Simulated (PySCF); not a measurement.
1-methylcyclopentene (C6H10), SMILES C1C(C)=CCC1.

Coordinates come from a PBE-D3(BJ)/def2-SVP optimisation. Other conformers were not sampled.

All values below come from PBE-D3(BJ)/def2-SVP run with PySCF.

No scaling factor is applied to the harmonic values.

| mode | ν (cm⁻¹) | IR (km/mol) | moving atoms (share of kinetic energy) |
|---|---|---|---|
| 1 | 148 | 0.1 | H 57 %, C 43 % |
| 2 | 176 | 1.1 | H 89 %, C 11 % |
| 3 | 237 | 2.2 | C 51 %, H 49 % |
| 4 | 316 | 0.6 | C 62 %, H 38 % |
| 5 | 428 | 3.8 | C 55 %, H 45 % |
| 6 | 564 | 0.2 | C 70 %, H 30 % |
| 7 | 630 | 1.7 | C 57 %, H 43 % |
| 8 | 778 | 9.4 | H 62 %, C 38 % |
| 9 | 808 | 1.9 | H 63 %, C 37 % |
| 10 | 854 | 0.5 | H 53 %, C 47 % |
| 11 | 875 | 0.1 | C 58 %, H 42 % |
| 12 | 903 | 0.7 | C 60 %, H 40 % |
| 13 | 922 | 1.0 | H 50 %, C 50 % |
| 14 | 974 | 6.2 | H 69 %, C 31 % |
| 15 | 986 | 8.5 | H 69 %, C 31 % |
| 16 | 1019 | 3.0 | H 58 %, C 42 % |
| 17 | 1037 | 0.4 | H 55 %, C 45 % |
| 18 | 1101 | 1.7 | H 81 %, C 19 % |
| 19 | 1139 | 0.2 | H 51 %, C 49 % |
| 20 | 1176 | 1.5 | H 80 %, C 20 % |
| 21 | 1208 | 1.1 | H 62 %, C 38 % |
| 22 | 1222 | 1.6 | H 71 %, C 29 % |
| 23 | 1272 | 1.6 | H 64 %, C 36 % |
| 24 | 1280 | 0.8 | H 53 %, C 47 % |
| 25 | 1312 | 1.1 | H 51 %, C 49 % |
| 26 | 1349 | 2.7 | H 58 %, C 42 % |
| 27 | 1397 | 9.1 | H 96 % |
| 28 | 1399 | 0.4 | H 93 % |
| 29 | 1403 | 1.5 | H 91 %, C 9 % |
| 30 | 1407 | 7.4 | H 95 % |
| 31 | 1424 | 2.1 | H 90 %, C 10 % |
| 32 | 1681 | 3.2 | C 94 % |
| 33 | 2932 | 31.8 | H 94 % |
| 34 | 2933 | 49.1 | H 94 % |
| 35 | 2950 | 38.5 | H 97 % |
| 36 | 2984 | 8.5 | H 93 % |
| 37 | 2995 | 28.5 | H 92 %, C 8 % |
| 38 | 3002 | 43.8 | H 92 % |
| 39 | 3013 | 14.3 | H 91 %, C 9 % |
| 40 | 3048 | 27.8 | H 90 %, C 10 % |
| 41 | 3067 | 14.8 | H 91 %, C 9 % |
| 42 | 3116 | 14.4 | H 91 %, C 9 % |
